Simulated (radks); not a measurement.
Values are calculated unless marked as measured or tabulated.
Problem. Radial electron density D(r) = 4 pi r^2 rho(r) of an atom or ion with 37 electrons. Level of theory: scalar-relativistic Kohn-Sham, PBE, spin-polarised, spherical densities, finite nucleus; Fermi nuclear charge, rms radius of each element as measured or else 0.836 A^(1/3) + 0.57 fm (a radial shooting solver on a logarithmic mesh with Libxc functionals).

```
   r/bohr * D(r) (the largest magnitude, 77.9, reaches the edge; | marks zero)
 0.002541 |    *
 0.002888 |     *
 0.003283 |      *
 0.003731 |        *
 0.004207 |         *
 0.004781 |           *
 0.005434 |              *
 0.006176 |                 *
 0.007019 |                    *
 0.007978 |                       *
 0.009067 |                          *
  0.01022 |                              *
  0.01162 |                                 *
  0.01321 |                                    *
  0.01501 |                                       *
  0.01706 |                                         *
  0.01939 |                                          *
  0.02204 |                                           *
  0.02484 |                                          *
  0.02824 |                                         *
  0.03209 |                                       *
  0.03648 |                                     *
  0.04146 |                                     *
  0.04712 |                                     *
  0.05355 |                                       *
  0.06038 |                                           *
  0.06862 |                                               *
  0.07799 |                                                    *
  0.08864 |                                                      *
   0.1007 |                                                      *
   0.1145 |                                                   *
   0.1301 |                                             *
   0.1467 |                                        *
   0.1668 |                                    *
   0.1895 |                                    *
   0.2154 |                                      *
   0.2448 |                                          *
   0.2783 |                                            *
   0.3163 |                                          *
   0.3566 |                                    *
   0.4053 |                            *
   0.4606 |                    *
   0.5236 |              *
    0.595 |           *
   0.6763 |          *
   0.7686 |          *
   0.8667 |         *
    0.985 |       *
    1.119 |    *
    1.272 |  *
    1.446 |*
    1.644 *
    1.868 *
    2.106 *
    2.394 *
    2.721 *
    3.092 *
```

What is the nuclear charge?

Solution. Z = 48. The innermost maximum, from 1s, lies near gamma/Z bohr with gamma = sqrt(1 - (Z/c)^2) = 0.937, here 0.0195 bohr (found: 0.0213), and its height grows with Z. The density is that of the cadmium ion Cd11+ in [Kr] 4d1; the configuration itself is not fixed sharply by these data, and Z only to a few units. D(r) has 3 maxima, at r = 0.0213, 0.0938, 0.281 bohr, and minima at 0.0418, 0.182 bohr, inside which lie 1.99, 11.07 electrons.
